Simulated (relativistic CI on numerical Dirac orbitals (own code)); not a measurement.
## Slater and spin-orbit integrals, Lu XI

These numbers are calculated, not measured: Dirac-Coulomb-Breit CI, separate exchange-only KLI orbitals for each configuration, model QED (radiative potential, 1s self-energy scaled to tabulated hydrogen-like ionisation energies), unscaled Slater integrals (own radial code, finite nucleus).

Slater integrals F^k, G^k are unscaled and averaged over j, outside the closed core [Kr] 4d10; ζ comes from projecting the Hamiltonian with its Breit term on Σ l·s of the shell.

- 4f¹²5s²5p: F^2(4f,4f) = 158280, F^4(4f,4f) = 100320, F^6(4f,4f) = 72470, ζ(4f) = 3509.1, F^2(4f,5p) = 69713, G^2(4f,5p) = 29966, G^4(4f,5p) = 24921, ζ(5p) = 54983 cm⁻¹; <r>(4f) = 0.6219, <r^2>(4f) = 0.4698, <r>(5p) = 1.169, <r^2>(5p) = 1.527 (bohr units).
- 4f¹¹5s²5p²: F^2(4f,4f) = 162230, F^4(4f,4f) = 103020, F^6(4f,4f) = 74481, ζ(4f) = 3685.8, F^2(5p,5p) = 92638, F^2(4f,5p) = 69932, G^2(4f,5p) = 29178, G^4(4f,5p) = 24470, ζ(5p) = 56702 cm⁻¹; <r>(4f) = 0.6094, <r^2>(4f) = 0.4494, <r>(5p) = 1.159, <r^2>(5p) = 1.5 (bohr units).
- 4f¹³5s²: ζ(4f) = 3334.7 cm⁻¹; <r>(4f) = 0.6346, <r^2>(4f) = 0.4912 (bohr units).

Averages of the first 10 configurations, taken without configuration mixing, which lowers the lowest level and can move excited configurations by several eV; other configurations of the list can lie among them:

```
Configuration  Parity  States  Average energy above the lowest level (eV)
    4f¹²5s²5p     odd     546                                        20.1
   4f¹¹5s²5p²     odd    5460                                        21.8
      4f¹³5s²     odd      14                                        23.4
    4f¹²5s5p²    even    2730                                        54.6
       4f¹⁴5s    even       2                                        61.4
    4f¹²5s²5d    even     910                                        69.9
     4f¹³5s5p    even     168                                        55.7
      4f¹³5p²     odd     210                                        92.2
    4f¹²5s²5f     odd    1274                                       115.6
    4f¹²5s²6s    even     182                                        94.6
```
